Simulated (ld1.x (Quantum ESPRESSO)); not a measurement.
**Configuration tests for zirconium (RRKJ)**

ld1.x (Quantum ESPRESSO) 7.5 input, shortened:

```
&input
   title='Zr', zed=40., rel=1, dft='PBE', iswitch=3,
   config='[Kr] 4d1 5s0 5p0'
 /
 &inputp
   pseudotype=2, tm=.false., rho0=0.001, lloc=2,
   nlcc=.false.
 /
3
4S  1  0   2.00   0.00  1.30  1.30  0.0
4P  2  1   6.00   0.00  1.70  1.70  0.0
4D  3  2   1.00   0.00  2.70  2.70  0.0
 &test
   configts(1)='4s2 4p6 4d1 5s0 5p0'
 /
```

Energies are relative to the spin-unpolarised reference configuration 4s2 4p6 4d1 5s0 5p0; without spin polarisation the order of configurations can differ from experiment. The frozen-core shift is the all-electron ΔE with the core orbitals held at their reference shape minus the fully relaxed ΔE.

```json
{"valence configuration": "4s2 4p6 4d2 5s2 5p0", "charge": "0", "ΔE all-electron (eV)": "-42.704", "error AE − PS (meV)": "-179", "frozen-core shift (meV)": "+1.1"}
{"valence configuration": "4s2 4p6 4d2 5s1 5p0", "charge": "+1", "ΔE all-electron (eV)": "-35.567", "error AE − PS (meV)": "-101", "frozen-core shift (meV)": "+1.8"}
{"valence configuration": "4s2 4p6 4d2 5s0 5p0", "charge": "+2", "ΔE all-electron (eV)": "-22.627", "error AE − PS (meV)": "+10", "frozen-core shift (meV)": "+2.7"}
{"valence configuration": "4s2 4p6 4d2 5s1 5p1", "charge": "0", "ΔE all-electron (eV)": "-39.663", "error AE − PS (meV)": "-128", "frozen-core shift (meV)": "+1.2"}
{"valence configuration": "4s2 4p6 4d2.5 5s1.5 5p0", "charge": "0", "ΔE all-electron (eV)": "-42.190", "error AE − PS (meV)": "-131", "frozen-core shift (meV)": "+2.5"}
{"valence configuration": "4s2 4p6 4d0 5s0 5p0", "charge": "+4", "ΔE all-electron (eV)": "34.218", "error AE − PS (meV)": "+43", "frozen-core shift (meV)": "+1.1"}
```

What are ΔE and the potential's error for 4s2 4p5 4d2 5s2 5p0?

ΔE = -4.710 eV all-electron; the error (AE − PS) is -251 meV.
